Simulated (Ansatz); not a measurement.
Molecule: C₃H₉Si, charge 0, multiplicity 2. It need not be the lowest isomer of its formula. SMILES: C[Si](C)C
Geometry: optimised at B3LYP-D3(BJ)/def2-TZVP (Ansatz, a program for electronic structure).

Property: atomisation energy (electronic, to ground-state atoms), in kcal/mol. Cores are frozen in the correlated levels unless marked. Open shells are spin-unrestricted. Spin-orbit coupling is left out. Non-relativistic. The coupled-cluster limit lacks core correlation, which all-electron functionals hold. CBS(X,Y): correlation extrapolated as X^-3; Hartree-Fock from the larger set. [CCSD(T)-MP2]/basis is that difference in the basis named.

```
level                                                                 program  atomisation energy (kcal/mol)
-------------------------------------------------------------  --------------  -----------------------------
HF/cc-pV(D+d)Z                                                         Ansatz                          859.5
HF/def2-SVP                                                            Ansatz                          881.4
HF/def2-QZVPPD                                                         Ansatz                          876.9
PBE-D3(BJ)/def2-TZVPD                                          Ansatz + dftd3                         1151.9
revPBE-D3(BJ)/def2-TZVPD                                       Ansatz + dftd3                         1129.3
B3LYP-D3(BJ)/def2-TZVPD                                        Ansatz + dftd3                         1141.7
r2SCANh-D4/def2-TZVPD                                          Ansatz + dftd4                         1140.5
CAM-B3LYP-D3(BJ)/def2-TZVPD                                    Ansatz + dftd3                         1143.3
LC-wPBE-D4/def2-TZVPD                                          Ansatz + dftd4                         1142.8
LC-wPBE/def2-TZVPD                                                     Ansatz                         1136.3
B2GP-PLYP-D3(BJ)/def2-TZVPD                                    Ansatz + dftd3                         1125.7
MP2/6-31G*                                                             Ansatz                         1036.4
MP2/aug-cc-pV(D+d)Z                                                    Ansatz                         1073.6
RI-MP2/CBS(def2-TZVPP,def2-QZVPP)                                      Ansatz                         1143.3
SCS-MP2/def2-QZVPP                                                     Ansatz                         1136.0
CCSD/cc-pV(D+d)Z                                                       Ansatz                         1049.5
CCSD(T)/cc-pVTZ                                                        Ansatz                         1112.3
CCSD(T) with core electrons (1s frozen past Ne)/cc-pwCVTZ              Ansatz                         1118.2
RI-MP2/CBS(def2-TZVPP,def2-QZVPP)+[CCSD(T)-MP2]/def2-SVP               Ansatz                         1141.9
RI-MP2/CBS(def2-TZVPPD,def2-QZVPPD)+[CCSD(T)-MP2]/def2-QZVPPD          Ansatz                         1137.8
CCSD(T)/CBS(def2-TZVPPD,def2-QZVPPD)                                   Ansatz                         1137.8
```
